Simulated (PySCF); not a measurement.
Radial density of Ge⁺ (germanium, charge +1)

r2SCAN, [Ar] 3d10 4s2 4p1, 2P determinant. Computed with PySCF 2.14 in x2c-TZVPall, with scalar relativity by spin-free X2C-1e.

```tsv
r (bohr)	4πr²ρ (e/bohr)	4πr²(ρα − ρβ)
0.000739	0.2483	0.0000
0.00124	0.6164	0.0000
0.00209	1.521	0.0000
0.00352	3.644	0.0000
0.00591	8.223	-0.0001
0.00995	16.84	-0.0001
0.0167	29.32	0.0001
0.0281	38.89	0.0019
0.0473	35.81	0.0088
0.0796	32.40	0.0231
0.134	45.02	0.0223
0.225	33.05	-0.0097
0.379	24.13	0.0358
0.637	25.85	0.0135
1.07	7.668	0.0682
1.80	2.241	0.4374
3.03	0.6282	0.2871
5.10	0.04314	0.0327
8.58	0.0001734	0.0002
```

Densities and radii are taken from the X2C orbitals without a picture-change correction, which distorts them close to the nucleus.

(1) Where is the radial spin density 4πr²(ρα − ρβ) most negative, and why is it negative at all?

## Answers

(1) Around r = 0.225 bohr, down to -0.0097 e/bohr: exchange with the open shell polarises the paired shells in an unrestricted calculation.
